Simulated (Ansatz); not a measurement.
`C=NC[SiH3]` → `C=NC` + `[SiH2]`  (silylene formation by 1,1-elimination)

Computed with Ansatz on PBE0-D4/def2-TZVP structures; ΔE is electronic, products minus reactants. CCSD(T)/CBS adds triple-zeta CCSD(T) − MP2 to the extrapolated MP2 energy (def2 sets, frozen cores). This one scheme is used for every species. DFT in def2-TZVPP. B3LYP here is the variant with VWN-RPA as its local correlation; programs differ in this. HSE06 is defined as in plane-wave codes. One conformer a species, not always the lowest.

`C=NC[SiH3]`:

Z-matrix (Å, degrees):
```
C
N 1 1.436
Si 1 1.892 2 109.5
H 1 1.095 2 109.0 3 -116.7
H 1 1.102 2 113.6 3 122.8
C 2 1.259 1 118.6 3 -110.8
H 3 1.484 1 110.5 2 -58.1
H 3 1.487 1 109.5 2 62.6
H 3 1.488 1 108.9 2 -178.2
H 6 1.089 2 119.2 1 178.4
H 6 1.099 2 123.3 1 -1.8
```

`C=NC`:

```xyz
8

C    -0.310   -1.101   -0.616
N     0.641   -0.410   -0.172
C     0.325    0.836    0.474
H    -1.364   -0.800   -0.533
H    -0.098   -2.050   -1.108
H    -0.752    1.058    0.504
H     0.715    0.817    1.495
H     0.843    1.649   -0.044
```

`[SiH2]`:

```xyz
3

Si    0.267   -0.174   -0.636
H     0.861    0.376    0.656
H    -1.128   -0.202   -0.020
```

**Question.** Is it downhill or uphill in electronic energy at CCSD(T)/CBS, and by how much? (Estimate.)

**Answer.** Ansatz gave: Uphill: ΔE = +226.5 kJ/mol.

**Question.** What do these levels give: PBE-D4, HSE06-D4, B3LYP, HF/def2-SVP, SCS-MP2/def2-TZVPP, CCSD/CBS(def2)? (Estimate.)

**Answer.** The calculation gave: PBE-D4 231.5, HSE06-D4 238.0, B3LYP 209.4, HF/def2-SVP 199.9, SCS-MP2/def2-TZVPP 227.7, CCSD/CBS(def2) 221.5 kJ/mol.

Largest T1 diagnostic among the species: 0.014.

Leaving LDA and LC-ωPBE aside and taking each functional with its dispersion term where it has one, the values, not all of them listed here, spread over 33.5 kJ/mol, from BLYP-D4 to r2SCAN0-D4. LDA lies +35.7 kJ/mol from PBE without D4. In def2-TZVPP, CCSD(T) changes the Hartree–Fock value by +16.2 kJ/mol (the triples alone add +5.1 kJ/mol) and MP2 by +36.9 kJ/mol. The D4 term adds +13.0 kJ/mol with B3LYP and +7.1 kJ/mol with PBE0; it sums over pairs of atoms, weighted by their polarisabilities, and B3LYP, whose exchange is more repulsive, gets the larger term.
